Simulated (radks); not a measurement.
Q: Radial electron density D(r) = 4 pi r^2 rho(r) of an atom or ion with 17.1 electrons. All-electron calculation, non-relativistic Kohn-Sham, LDA (Slater exchange, Perdew-Wang correlation), spin-unpolarised, spherical densities, point nucleus. Program: a radial shooting solver on a logarithmic mesh with Libxc functionals.

```
   r/bohr * D(r) (the largest magnitude, 46.6, reaches the edge; | marks zero)
 0.002131 |*
 0.002384 | *
 0.002666 | *
 0.002982 |  *
 0.003336 |  *
 0.003731 |   *
 0.004173 |    *
 0.004668 |     *
 0.005179 |      *
 0.005793 |       *
 0.006479 |         *
 0.007247 |           *
 0.008106 |             *
 0.009067 |                *
  0.01014 |                  *
  0.01134 |                     *
  0.01269 |                         *
  0.01419 |                            *
  0.01587 |                                *
  0.01775 |                                   *
  0.01986 |                                      *
  0.02221 |                                         *
  0.02484 |                                            *
  0.02779 |                                              *
  0.03108 |                                              *
  0.03477 |                                               *
  0.03889 |                                              *
  0.04349 |                                            *
  0.04865 |                                          *
  0.05398 |                                        *
  0.06038 |                                       *
  0.06753 |                                      *
  0.07554 |                                       *
  0.08449 |                                         *
   0.0945 |                                            *
   0.1057 |                                                *
   0.1182 |                                                    *
   0.1322 |                                                      *
   0.1479 |                                                      *
   0.1654 |                                                   *
   0.1851 |                                              *
    0.207 |                                      *
   0.2315 |                              *
    0.259 |                       *
   0.2896 |                   *
    0.324 |                 *
   0.3624 |                 *
   0.4053 |                   *
   0.4533 |                    *
   0.5071 |                   *
   0.5626 |                 *
   0.6293 |             *
   0.7039 |         *
   0.7873 |     *
   0.8806 |  *
    0.985 |*
    1.102 *
    1.232 *
    1.378 *
    1.542 *
    1.724 *
```

What is the nuclear charge?

A: Z = 33. The innermost maximum, from 1s, lies near 1/Z = 0.0303 bohr (found: 0.0331), and its height grows with Z. The density is that of the arsenic ion As15.9+ in [Ne] 3s2 3p5.1; the configuration itself is not fixed sharply by these data, and Z only to about a unit. D(r) has 3 maxima, at r = 0.0331, 0.140, 0.464 bohr, and minima at 0.0675, 0.332 bohr, inside which lie 2.08, 10.41 electrons.
